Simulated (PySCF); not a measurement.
Several orderings of computed values.

Species are written as SMILES; each is one conformer at its optimised geometry, gas phase, non-relativistic unless stated; the electronic structure was computed with PySCF and density fitting.

The conformers computed, where there is a choice (atom-mapped SMILES and torsion angles):
- `[CH3:1][O:2]/[CH:3]=[C:4]1[CH:5]=[C:6]/1[O:7][CH3:8]`: C1–O2–C3–C4 0°, C5–C6–O7–C8 1°
- `[F:1][Si@@H:2]([SiH3:3])[PH2:4]`: H–P4–Si2–F1 -179°, H–P4–Si2–F1 -86°
- `[CH3:1][O:2][C:3]1=[CH:4][CH:5]=[CH:6]/[C:7]1=[CH:8]/[Cl:9]`: C1–O2–C3–C4 0°
- `[F:1][C:2]([F:3])([F:4])[O:5][CH2:6][CH2:7][Cl:8]`: F1–C2–O5–C6 59°, C2–O5–C6–C7 -178°, O5–C6–C7–Cl8 71°
- `[CH3:1][O:2][C:3](=[O:4])[CH:5]=[C:6]1[CH2:7][CH2:8]1`: C1–O2–C3–O4 0°, O2–C3–C5–C6 180°
- `[CH2:1]=[C:2]([C:3](=[O:4])[OH:5])[CH:6]1[CH2:7][CH2:8]1`: C1–C2–C3–O4 0°, C1–C2–C6–C7 -35°, H–O5–C3–C2 180°
- `[CH2:1]=[C:2](/[CH:3]=[CH:4]/[CH3:5])[C:6](=[O:7])[OH:8]`: C1–C2–C3–C4 -175°, C1–C2–C6–O7 -150°, H–O8–C6–C2 -179°
- `[CH3:1][C:2]([CH3:3])([CH3:4])[CH2:5][NH3+:6]`: C1–C2–C5–N6 -61°
- `[CH3:1][CH2:2][C:3]1=[CH:4][O:5][CH:6]=[CH:7][O:8]1`: C1–C2–C3–C4 106°
- `[CH2:1]=[CH:2][CH2:3][C:4](=[O:5])[O:6][CH:7]=[CH2:8]`: C1–C2–C3–C4 -124°, C2–C3–C4–O5 -12°, C3–C4–O6–C7 180°, C4–O6–C7–C8 -178°

The conformers of `F[C@H](Cl)C1OCCO1` and `O=C(O)C1=CCCC1` aren't listed.

Task: Rank by HOMO energy, lowest first (PBE0/def2-SVPD at GFN2-xTB geometries).
A. `C1=C/C(=C/Cl)C(OC)=C1`
B. `CO/C=C1C=C/1OC`
C. `F[C@H](Cl)C1OCCO1`
D. `F[Si@@H]([SiH3])P`
E. `FC(F)(OCCCl)F`

Result: E (-8.90 eV), C (-7.99 eV), D (-7.59 eV), A (-5.84 eV), B (-5.05 eV).

Task: By how much do the two ends of that ranking differ?

Result: By 3.85 eV, between `CO/C=C1C=C/1OC` and `FC(F)(F)OCCCl`.

Task: Rank by smallest rotational constant, highest first (GFN2-xTB).
A. `C=CCC(=O)OC=C`
B. `COC(=O)C=C1CC1`
C. `CC(C)(C)C[NH3+]`
D. `C=C(/C=C/C)C(=O)O`
E. `F[Si@@H]([SiH3])P`
F. `C=C(C(=O)O)C1CC1`
G. `CCC1=COC=CO1`

Result: C (2.513 GHz), E (1.435 GHz), G (1.256 GHz), F (1.151 GHz), D (1.009 GHz), B (0.915 GHz), A (0.848 GHz).

Task: Give the two extremes of that set in cm⁻¹.

Result: `C=CCC(=O)OC=C`: 0.0283 cm⁻¹; `CC(C)(C)C[NH3+]`: 0.0838 cm⁻¹.

Task: Rank by electronic spatial extent ⟨r²⟩ about the centre of nuclear charge, lowest first (PBE0/def2-SVPD at GFN2-xTB geometries).
A. `[SiH3][Si@@H](P)F`
B. `COC1=CC=C/C1=C/Cl`
C. `C=CCC(=O)OC=C`
D. `CCC1=COC=CO1`

Result: A (830 bohr²), D (978 bohr²), C (1351 bohr²), B (1442 bohr²).

Task: Give the two extremes of that set in Å².

Result: `F[Si@@H]([SiH3])P`: 232 Å²; `COC1=CC=C/C1=C/Cl`: 404 Å².

Task: Rank by HOMO–LUMO gap, lowest first (PBE0/def2-SVPD at GFN2-xTB geometries).
A. `C=C(/C=C/C)C(=O)O`
B. `C=C(C(=O)O)C1CC1`
C. `O=C(O)C1=CCCC1`
D. `CCC1=COC=CO1`
E. `F[Si@@H]([SiH3])P`
F. `O=C(OC=C)CC=C`

Result: A (5.34 eV), D (5.47 eV), B (5.86 eV), C (6.18 eV), E (6.59 eV), F (6.97 eV).

Task: Rank by lowest singlet excitation, lowest first (TDDFT PBE0/def2-SVPD at GFN2-xTB geometries).
A. `FC(F)(F)OCCCl`
B. `C=C(/C=C/C)C(=O)O`
C. `O=C(O)C1=CCCC1`
D. `CO/C=C1C=C/1OC`

Result: D (4.33 eV), B (4.75 eV), C (4.94 eV), A (7.38 eV).

Task: Give the two extremes of that set as wavelengths.

Result: `CO/C=C1C=C/1OC`: 286 nm; `FC(F)(F)OCCCl`: 168 nm.

Task: Rank by lowest triplet excitation (Tamm–Dancoff), lowest first (TDA PBE0/def2-SVPD at GFN2-xTB geometries).
A. `FC(F)(F)OCCCl`
B. `COC1=CC=C/C1=C/Cl`
C. `F[C@H](Cl)C1OCCO1`
D. `CO/C=C1C=C/1OC`
E. `O=C(O)C1=CCCC1`
F. `COC(=O)C=C1CC1`
G. `C=C(/C=C/C)C(=O)O`
H. `CCC1=COC=CO1`

Result: B (1.89 eV), G (2.93 eV), H (3.09 eV), D (3.20 eV), E (3.55 eV), F (3.85 eV), C (6.54 eV), A (6.64 eV).

Task: By how much do the two ends of that ranking differ?

Result: By 4.75 eV, between `FC(F)(F)OCCCl` and `COC1=CC=C/C1=C/Cl`.
